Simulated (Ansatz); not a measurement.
Molecular dynamics of BFH6OSi

The input (input.yaml):

```yaml
crystal:
  periodic: [false, false, false]
  atoms:
    - { symbol: B, position_ang: [-0.072942, -0.179856, 0.01729] }
    - { symbol: F, position_ang: [0.184173, -0.018051, 1.605653] }
    - { symbol: H, position_ang: [0.793039, 0.39318, -0.552767] }
    - { symbol: H, position_ang: [-1.215811, 0.063177, -0.204269] }
    - { symbol: O, position_ang: [0.214017, -1.647807, 0.234681] }
    - { symbol: Si, position_ang: [-0.705366, -2.958346, -0.249347] }
    - { symbol: H, position_ang: [-0.052638, -4.160255, 0.290631] }
    - { symbol: H, position_ang: [-2.075896, -2.845582, 0.28022] }
    - { symbol: H, position_ang: [-0.731967, -2.996395, -1.718951] }
    - { symbol: H, position_ang: [0.316094, -1.097565, 1.369162] }
basis:
  gaussian: { orbitals: "6-31G*" }
hamiltonian:
  xc: { name: BHLYP }
md:
  timestep: 0.5
  n_steps: 200
  ensemble: nve
  temperature: 300.0
  initial_velocities: maxwell_boltzmann
  seed: 2813
```

Run as:

```bash
$ ansatz run input.yaml --threads 1 --pin off --max-ram 2048MiB --backend cpu --events-out ev --progress --plain --runs-dir out
```

It starts at the highest image of a converged band, a first-order saddle point between two minima.

Output, in part (one step line in 3, the closing report, with atoms numbered from 0):

```
md step     0: t =     0.00 fs  T =   300.0 K  F+E_penalty+E_count = -13413.40093918 eV  E_kin = 0.310224 eV  conserved = -13413.09071518 eV  (24 SCF iters)
md step     3: t =     1.50 fs  T =   253.6 K  F+E_penalty+E_count = -13413.35245625 eV  E_kin = 0.262279 eV  conserved = -13413.09017720 eV  (28 SCF iters)
md step     6: t =     3.00 fs  T =   184.0 K  F+E_penalty+E_count = -13413.27955258 eV  E_kin = 0.190264 eV  conserved = -13413.08928880 eV  (24 SCF iters)
md step     9: t =     4.50 fs  T =   192.3 K  F+E_penalty+E_count = -13413.28851946 eV  E_kin = 0.198891 eV  conserved = -13413.08962852 eV  (29 SCF iters)
md step    12: t =     6.00 fs  T =   246.3 K  F+E_penalty+E_count = -13413.34483219 eV  E_kin = 0.254646 eV  conserved = -13413.09018609 eV  (30 SCF iters)
md step    15: t =     7.50 fs  T =   280.9 K  F+E_penalty+E_count = -13413.38038053 eV  E_kin = 0.290441 eV  conserved = -13413.08993976 eV  (30 SCF iters)
md step    18: t =     9.00 fs  T =   320.5 K  F+E_penalty+E_count = -13413.42125156 eV  E_kin = 0.331436 eV  conserved = -13413.08981520 eV  (30 SCF iters)
md step    21: t =    10.50 fs  T =   398.2 K  F+E_penalty+E_count = -13413.50160298 eV  E_kin = 0.411785 eV  conserved = -13413.08981784 eV  (29 SCF iters)
md step    24: t =    12.00 fs  T =   548.1 K  F+E_penalty+E_count = -13413.65649173 eV  E_kin = 0.566773 eV  conserved = -13413.08971835 eV  (29 SCF iters)
md step    27: t =    13.50 fs  T =   738.8 K  F+E_penalty+E_count = -13413.85593987 eV  E_kin = 0.764008 eV  conserved = -13413.09193224 eV  (29 SCF iters)
md step    30: t =    15.00 fs  T =   766.0 K  F+E_penalty+E_count = -13413.88287356 eV  E_kin = 0.792063 eV  conserved = -13413.09081032 eV  (28 SCF iters)
md step    33: t =    16.50 fs  T =   745.4 K  F+E_penalty+E_count = -13413.86015195 eV  E_kin = 0.770845 eV  conserved = -13413.08930731 eV  (30 SCF iters)
md step    36: t =    18.00 fs  T =   844.7 K  F+E_penalty+E_count = -13413.96449562 eV  E_kin = 0.873511 eV  conserved = -13413.09098439 eV  (28 SCF iters)
md step    39: t =    19.50 fs  T =   888.4 K  F+E_penalty+E_count = -13414.01034317 eV  E_kin = 0.918652 eV  conserved = -13413.09169105 eV  (28 SCF iters)
md step    42: t =    21.00 fs  T =   826.6 K  F+E_penalty+E_count = -13413.94479922 eV  E_kin = 0.854758 eV  conserved = -13413.09004161 eV  (29 SCF iters)
md step    45: t =    22.50 fs  T =   779.9 K  F+E_penalty+E_count = -13413.89828434 eV  E_kin = 0.806525 eV  conserved = -13413.09175906 eV  (29 SCF iters)
md step    48: t =    24.00 fs  T =   634.2 K  F+E_penalty+E_count = -13413.74533395 eV  E_kin = 0.655835 eV  conserved = -13413.08949889 eV  (29 SCF iters)
md step    51: t =    25.50 fs  T =   610.2 K  F+E_penalty+E_count = -13413.71989261 eV  E_kin = 0.630987 eV  conserved = -13413.08890605 eV  (25 SCF iters)
md step    54: t =    27.00 fs  T =   774.5 K  F+E_penalty+E_count = -13413.89218812 eV  E_kin = 0.800874 eV  conserved = -13413.09131425 eV  (29 SCF iters)
md step    57: t =    28.50 fs  T =   876.5 K  F+E_penalty+E_count = -13413.99719588 eV  E_kin = 0.906389 eV  conserved = -13413.09080702 eV  (29 SCF iters)
md step    60: t =    30.00 fs  T =   941.8 K  F+E_penalty+E_count = -13414.06468437 eV  E_kin = 0.973905 eV  conserved = -13413.09077975 eV  (29 SCF iters)
md step    63: t =    31.50 fs  T =   972.6 K  F+E_penalty+E_count = -13414.09716247 eV  E_kin = 1.005776 eV  conserved = -13413.09138688 eV  (29 SCF iters)
md step    66: t =    33.00 fs  T =   911.7 K  F+E_penalty+E_count = -13414.03264491 eV  E_kin = 0.942734 eV  conserved = -13413.08991056 eV  (29 SCF iters)
md step    69: t =    34.50 fs  T =   898.4 K  F+E_penalty+E_count = -13414.01983259 eV  E_kin = 0.929054 eV  conserved = -13413.09077901 eV  (24 SCF iters)
md step    72: t =    36.00 fs  T =   831.9 K  F+E_penalty+E_count = -13413.95202407 eV  E_kin = 0.860226 eV  conserved = -13413.09179833 eV  (29 SCF iters)
md step    75: t =    37.50 fs  T =   658.0 K  F+E_penalty+E_count = -13413.76895859 eV  E_kin = 0.680389 eV  conserved = -13413.08856982 eV  (23 SCF iters)
md step    78: t =    39.00 fs  T =   654.1 K  F+E_penalty+E_count = -13413.76710873 eV  E_kin = 0.676349 eV  conserved = -13413.09075924 eV  (30 SCF iters)
md step    81: t =    40.50 fs  T =   666.6 K  F+E_penalty+E_count = -13413.77957880 eV  E_kin = 0.689275 eV  conserved = -13413.09030382 eV  (29 SCF iters)
md step    84: t =    42.00 fs  T =   686.8 K  F+E_penalty+E_count = -13413.80008133 eV  E_kin = 0.710177 eV  conserved = -13413.08990415 eV  (24 SCF iters)
md step    87: t =    43.50 fs  T =   754.0 K  F+E_penalty+E_count = -13413.87093805 eV  E_kin = 0.779665 eV  conserved = -13413.09127319 eV  (25 SCF iters)
md step    90: t =    45.00 fs  T =   742.6 K  F+E_penalty+E_count = -13413.85797222 eV  E_kin = 0.767936 eV  conserved = -13413.09003641 eV  (30 SCF iters)
md step    93: t =    46.50 fs  T =   795.3 K  F+E_penalty+E_count = -13413.91219432 eV  E_kin = 0.822394 eV  conserved = -13413.08979986 eV  (29 SCF iters)
md step    96: t =    48.00 fs  T =   906.7 K  F+E_penalty+E_count = -13414.03002905 eV  E_kin = 0.937604 eV  conserved = -13413.09242469 eV  (30 SCF iters)
md step    99: t =    49.50 fs  T =   821.5 K  F+E_penalty+E_count = -13413.93995967 eV  E_kin = 0.849450 eV  conserved = -13413.09050921 eV  (31 SCF iters)
md step   102: t =    51.00 fs  T =   718.3 K  F+E_penalty+E_count = -13413.83263679 eV  E_kin = 0.742798 eV  conserved = -13413.08983846 eV  (31 SCF iters)
md step   105: t =    52.50 fs  T =   682.3 K  F+E_penalty+E_count = -13413.79654077 eV  E_kin = 0.705521 eV  conserved = -13413.09101939 eV  (31 SCF iters)
md step   108: t =    54.00 fs  T =   632.0 K  F+E_penalty+E_count = -13413.74270875 eV  E_kin = 0.653528 eV  conserved = -13413.08918027 eV  (30 SCF iters)
md step   111: t =    55.50 fs  T =   711.6 K  F+E_penalty+E_count = -13413.82699214 eV  E_kin = 0.735837 eV  conserved = -13413.09115503 eV  (31 SCF iters)
md step   114: t =    57.00 fs  T =   748.5 K  F+E_penalty+E_count = -13413.86543833 eV  E_kin = 0.774038 eV  conserved = -13413.09140026 eV  (31 SCF iters)
md step   117: t =    58.50 fs  T =   689.0 K  F+E_penalty+E_count = -13413.80187316 eV  E_kin = 0.712509 eV  conserved = -13413.08936448 eV  (31 SCF iters)
md step   120: t =    60.00 fs  T =   745.1 K  F+E_penalty+E_count = -13413.86072391 eV  E_kin = 0.770474 eV  conserved = -13413.09024996 eV  (30 SCF iters)
md step   123: t =    61.50 fs  T =   820.2 K  F+E_penalty+E_count = -13413.93981984 eV  E_kin = 0.848131 eV  conserved = -13413.09168870 eV  (29 SCF iters)
md step   126: t =    63.00 fs  T =   801.3 K  F+E_penalty+E_count = -13413.91831604 eV  E_kin = 0.828631 eV  conserved = -13413.08968548 eV  (31 SCF iters)
md step   129: t =    64.50 fs  T =   818.8 K  F+E_penalty+E_count = -13413.93861845 eV  E_kin = 0.846653 eV  conserved = -13413.09196528 eV  (30 SCF iters)
md step   132: t =    66.00 fs  T =   703.5 K  F+E_penalty+E_count = -13413.81771763 eV  E_kin = 0.727479 eV  conserved = -13413.09023851 eV  (30 SCF iters)
md step   135: t =    67.50 fs  T =   604.9 K  F+E_penalty+E_count = -13413.71470999 eV  E_kin = 0.625490 eV  conserved = -13413.08921956 eV  (24 SCF iters)
md step   138: t =    69.00 fs  T =   636.5 K  F+E_penalty+E_count = -13413.74937689 eV  E_kin = 0.658183 eV  conserved = -13413.09119371 eV  (25 SCF iters)
md step   141: t =    70.50 fs  T =   611.0 K  F+E_penalty+E_count = -13413.72214298 eV  E_kin = 0.631872 eV  conserved = -13413.09027146 eV  (29 SCF iters)
md step   144: t =    72.00 fs  T =   617.2 K  F+E_penalty+E_count = -13413.72860482 eV  E_kin = 0.638259 eV  conserved = -13413.09034584 eV  (30 SCF iters)
md step   147: t =    73.50 fs  T =   656.1 K  F+E_penalty+E_count = -13413.76945611 eV  E_kin = 0.678415 eV  conserved = -13413.09104151 eV  (30 SCF iters)
md step   150: t =    75.00 fs  T =   662.9 K  F+E_penalty+E_count = -13413.77471543 eV  E_kin = 0.685468 eV  conserved = -13413.08924701 eV  (24 SCF iters)
md step   153: t =    76.50 fs  T =   799.5 K  F+E_penalty+E_count = -13413.91776880 eV  E_kin = 0.826791 eV  conserved = -13413.09097734 eV  (29 SCF iters)
md step   156: t =    78.00 fs  T =   869.6 K  F+E_penalty+E_count = -13413.99192646 eV  E_kin = 0.899284 eV  conserved = -13413.09264257 eV  (24 SCF iters)
md step   159: t =    79.50 fs  T =   735.5 K  F+E_penalty+E_count = -13413.84998433 eV  E_kin = 0.760593 eV  conserved = -13413.08939091 eV  (29 SCF iters)
md step   162: t =    81.00 fs  T =   671.5 K  F+E_penalty+E_count = -13413.78545192 eV  E_kin = 0.694363 eV  conserved = -13413.09108937 eV  (31 SCF iters)
md step   165: t =    82.50 fs  T =   590.2 K  F+E_penalty+E_count = -13413.70026081 eV  E_kin = 0.610326 eV  conserved = -13413.08993497 eV  (31 SCF iters)
md step   168: t =    84.00 fs  T =   570.5 K  F+E_penalty+E_count = -13413.67949856 eV  E_kin = 0.589908 eV  conserved = -13413.08959094 eV  (24 SCF iters)
md step   171: t =    85.50 fs  T =   643.9 K  F+E_penalty+E_count = -13413.75750088 eV  E_kin = 0.665849 eV  conserved = -13413.09165186 eV  (31 SCF iters)
md step   174: t =    87.00 fs  T =   608.7 K  F+E_penalty+E_count = -13413.71980473 eV  E_kin = 0.629414 eV  conserved = -13413.09039052 eV  (30 SCF iters)
md step   177: t =    88.50 fs  T =   618.1 K  F+E_penalty+E_count = -13413.72841950 eV  E_kin = 0.639162 eV  conserved = -13413.08925726 eV  (31 SCF iters)
md step   180: t =    90.00 fs  T =   756.8 K  F+E_penalty+E_count = -13413.87480254 eV  E_kin = 0.782563 eV  conserved = -13413.09223985 eV  (30 SCF iters)
md step   183: t =    91.50 fs  T =   731.4 K  F+E_penalty+E_count = -13413.84718774 eV  E_kin = 0.756288 eV  conserved = -13413.09089999 eV  (31 SCF iters)
md step   186: t =    93.00 fs  T =   643.3 K  F+E_penalty+E_count = -13413.75541182 eV  E_kin = 0.665188 eV  conserved = -13413.09022336 eV  (31 SCF iters)
md step   189: t =    94.50 fs  T =   572.5 K  F+E_penalty+E_count = -13413.68298681 eV  E_kin = 0.591964 eV  conserved = -13413.09102276 eV  (23 SCF iters)
md step   192: t =    96.00 fs  T =   489.4 K  F+E_penalty+E_count = -13413.59495048 eV  E_kin = 0.506129 eV  conserved = -13413.08882115 eV  (31 SCF iters)
md step   195: t =    97.50 fs  T =   581.2 K  F+E_penalty+E_count = -13413.69210452 eV  E_kin = 0.600982 eV  conserved = -13413.09112262 eV  (30 SCF iters)
md step   198: t =    99.00 fs  T =   649.0 K  F+E_penalty+E_count = -13413.76254251 eV  E_kin = 0.671146 eV  conserved = -13413.09139608 eV  (30 SCF iters)
md step   200: t =   100.00 fs  T =   630.5 K  F+E_penalty+E_count = -13413.74189312 eV  E_kin = 0.652000 eV  conserved = -13413.08989325 eV  (24 SCF iters)
Total energy: -13413.74206003 eV, -492.9459285451 hartree
Atom 0 at    -0.216540     0.534937     0.671772 Å, force    -1.204312    -0.513155     1.425245 eV/Å
Atom 1 at     0.240728     0.935786     1.857301 Å, force    -0.074188    -0.240108    -1.146556 eV/Å
Atom 2 at     0.250108     0.688200    -0.350372 Å, force     1.586992     0.712899    -0.988459 eV/Å
Atom 3 at    -1.263467    -0.006847     0.573508 Å, force    -0.314615    -0.068466     0.684782 eV/Å
Atom 4 at     0.452826    -2.445897     0.005670 Å, force     2.490373     0.755447    -1.060243 eV/Å
Atom 5 at    -0.805902    -3.350236    -0.472140 Å, force    -1.543255    -0.467410    -1.030270 eV/Å
Atom 6 at    -1.563264    -3.990631     0.613215 Å, force     0.172358     0.242966     0.296980 eV/Å
Atom 7 at    -1.777655    -2.531588    -1.289906 Å, force     0.370304    -0.344968     0.312119 eV/Å
Atom 8 at    -0.301895    -4.452873    -1.307314 Å, force     0.049176    -0.084580    -0.193492 eV/Å
Atom 9 at     1.173819    -2.406661    -0.694535 Å, force    -1.532832     0.007374     1.699894 eV/Å
Dipole moment:     0.141466    -0.150131    -0.390059 e Å
```

The run went to its last step. The conserved energy stayed within 0.22 meV per atom of its start (net change 0.082 meV per atom), so the integration is sound. The kinetic energy rose, since the run started high on the potential surface and went downhill. It ends in pieces (BFH2 + H4OSi), so much of that is their flight and rotation, not heat. A run of 0.1 ps of so small a system gives no equilibrium averages. The orbitals stay closed-shell, which can raise the energy where a bond breaks towards radicals; this wasn't checked here.

Between its relaxed ends the band would form F2–H10 and break B1–F2, O5–H10. These pairs go: F2–H10 1.11 → 4.31 Å, B1–F2 1.62 → 1.33 Å, O5–H10 1.27 → 1.01 Å. In the last frame they stand as before the step (other bonds may differ from the relaxed reactants and products). Also parted: B1–O5 1.51 → 3.13 Å. It ends as BFH2 + H4OSi. Pairs count as bonded within 1.25 times the sum of covalent radii (0.12 Å more for H–H).

Last frame:

```xyz
10
Properties=species:S:1:pos:R:3
B -0.216 0.535 0.672
F 0.241 0.936 1.857
H 0.250 0.688 -0.350
H -1.264 -0.007 0.574
O 0.453 -2.446 0.006
Si -0.806 -3.350 -0.472
H -1.563 -3.991 0.613
H -1.778 -2.532 -1.290
H -0.302 -4.453 -1.307
H 1.174 -2.407 -0.695
```

Time of the run: 8.1 min on 1 thread of Arm Neoverse V2, on a shared host, peak memory 0.16 GiB.
